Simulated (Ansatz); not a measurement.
`[Cl][Cd][Cl]` + `O[SiH3]` → `[SiH3][O][Cd][Cl]` + HCl at 600 K and 1 bar (ligand exchange at a Cd–Cl bond).

Computed with Ansatz on PBE0-D4/def2-TZVP structures; ΔE is electronic, products minus reactants. CBS: MP2 limit from def2 TZ/QZ plus the TZ coupled-cluster correction, frozen cores. This one scheme is used for every species. def2 core potentials past Kr. For Cd outer-core shells are correlated without core-valence functions, which leaves a few kJ/mol of doubt a bond. One conformer a species, not always the lowest.

```json
{"species": "`[Cl][Cd][Cl]`", "CCSD(T)/CBS energy (Eh)": "-1087.36358", "H − E (kJ/mol)": "38.1", "S (J/(mol·K))": "328.2"}
{"species": "`O[SiH3]`", "CCSD(T)/CBS energy (Eh)": "-366.69042", "H − E (kJ/mol)": "135.7", "S (J/(mol·K))": "307.9"}
{"species": "`[SiH3][O][Cd][Cl]`", "CCSD(T)/CBS energy (Eh)": "-993.63708", "H − E (kJ/mol)": "131.3", "S (J/(mol·K))": "440.6"}
{"species": "HCl", "CCSD(T)/CBS energy (Eh)": "-460.38127", "H − E (kJ/mol)": "35.4", "S (J/(mol·K))": "207.2"}
```

H − E and S are ideal-gas, rigid-rotor, harmonic terms from PBE0-D4/def2-TZVP, for one conformer and one mirror image of each species. 1 Eh = 2625.50 kJ/mol, R = 8.31446 J/(mol·K).

Q: By hand: ΔE, ΔH, ΔS and ΔG.

A: ΔE = (-993.63708) + (-460.38127) − (-1087.36358) − (-366.69042) = 0.03565 Eh = 93.6 kJ/mol. Δ(H − E) = 131.3 + 35.4 − 38.1 − 135.7 = -7.1, so ΔH = 86.5 kJ/mol. ΔS = 440.6 + 207.2 − 328.2 − 307.9 = 11.7 J/(mol·K). ΔG = 86.5 − 600 × (11.7)/1000 = 79.5 kJ/mol.

Q: By hand: the equilibrium constant, and the temperature at which ΔG would vanish if ΔH and ΔS stayed fixed.

A: log₁₀ K = −ΔG/(RT ln 10) = -6.9. ΔG = 0 at ΔH/ΔS = 7393 K, far beyond where these terms or the molecules hold.

The number of gas molecules stays the same, so ΔS is small and ΔH decides. A doubt of 5 kJ/mol in ΔE shifts log₁₀ K by 0.4 here. Other conformers and mirror images would add mixing entropy, several J/(mol·K) or more a flexible species. Modes under 60 cm⁻¹, often nearly free rotors, make the harmonic entropy too high. These are equilibria of isolated gas molecules and say nothing of rates. Largest T1 diagnostic: 0.014 (customary marks: 0.02 for closed shells, 0.045 for open ones).
